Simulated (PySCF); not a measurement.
**Telling isomers of C$_{7}$H$_{7}$ClOSi apart by NMR**

Method: GIAO PBE0/pcSseg-1 shieldings, GFN2-xTB structure, in PySCF 2.14.0 with density-fitted response routines (one averaged value for each set of equivalent atoms, single conformer, non-relativistic, in vacuum).

Shifts are taken against calculated references (same method and geometry level): 1H (σref 31.72), 13C (σref 186.93) vs TMS. Where no couplings were computed, multiplicities follow the n + 1 count of equivalent neighbours, and m marks all less simple cases (inequivalent or close neighbours, rings, F or P nearby). Shifts are as computed. Against solution values, carbons near 30 ppm lie about +3 ppm off and those near 130 ppm about +5 ppm; carbons on Cl a further +6 ppm. Of 1313 compounds with measured shifts, 239 miss one by over three times the rms of a fit or turn the order of signals round; such compounds aren't used in these exercises. Carbons bonded to Cl come out too deshielded.

(1) Tabulate the signals of `Cl[C@H]1[SiH2]C=C1c1ccco1`, `O=C(Cl)c1ccc([SiH3])cc1` and their relative energies.

(2) What is the quickest way to tell Cl[C@H]1[SiH2]C=C1c1ccco1 from O=C(Cl)c1ccc([SiH3])cc1?

## Answers

(1) 
```tsv
SMILES	carbon types	δC	δH	E rel. (kcal/mol)
Cl[C@H]1[SiH2]C=C1c1ccco1	2×C 5×CH	161.2, 155.8, 150.0, 129.5, 121.6, 118.7, 50.3	7.66 (m, 1H), 7.18 (m, 1H), 6.78 (m, 1H), 6.32 (m, 1H), 5.19 (m, 1H), 4.95 (m, 1H), 4.60 (m, 1H)	39.6
O=C(Cl)c1ccc([SiH3])cc1	3×C 4×CH	177.0, 147.3, 141.5, 138.1, 136.5	8.57 (d, 2H), 8.01 (d, 2H), 4.60 (s, 3H)	0.0
```

Energies are electronic energies at PBE0/pcSseg-1 on these geometries, without zero-point or thermal terms, each for the one conformer computed, which needn't be the lowest.

(2) Count the carbon signals: 7 against 5. The first has an allylic sp3 CH bonded to Cl and Si at 50.3 ppm, the second a substituted aromatic carbon (C) at 136.5 ppm. Their most deshielded carbons lie at 161.2 and 177.0 ppm. In the proton spectra the most deshielded non-exchanging signals are 7.66 (m, 1H) and 8.57 (d, 2H).
